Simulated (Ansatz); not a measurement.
Molecule (SMILES): [F][Ge] (F-Ge), doublet.
Atoms: Ge1, F2. Bonds: Ge1-F2.

Basis-set convergence of the optimised Ge1-F2 bond length at B3LYP with Ansatz (a quantum-chemistry and plane-wave program). All functions are spherical. The program fits the integrals of some runs and decomposes those of others, by size. Open shells are unrestricted. No added dispersion term, no relativity. Reference: the value in pcseg-4, 1.7654 Å, itself unsure by roughly 0.0005 Å (its mean distance from aug-pcseg-3, aug-cc-pVQZ, cc-pV5Z). Deviations are taken from unrounded values.

```
basis        functions  optimised Ge1-F2 bond length (Å)  minus reference (Å)
-----------  ---------  --------------------------------  -------------------
pcseg-0             31                            1.7786               0.0132
pcseg-1             41                            1.7993               0.0339
aug-pcseg-1         59                            1.8062               0.0407
pcseg-2             73                            1.7693               0.0039
aug-pcseg-2        105                            1.7700               0.0045
pcseg-3            128                            1.7661               0.0007
aug-pcseg-3        178                            1.7661               0.0006
pcseg-4            212                            1.7654               0.0000
```

The smallest set listed that lies within 0.01 Å of the reference with all its larger relatives (same family, alike in diffuse functions; a set with none counts only in the reference's own line) is pcseg-2 (73 functions, 0.0039 Å off).
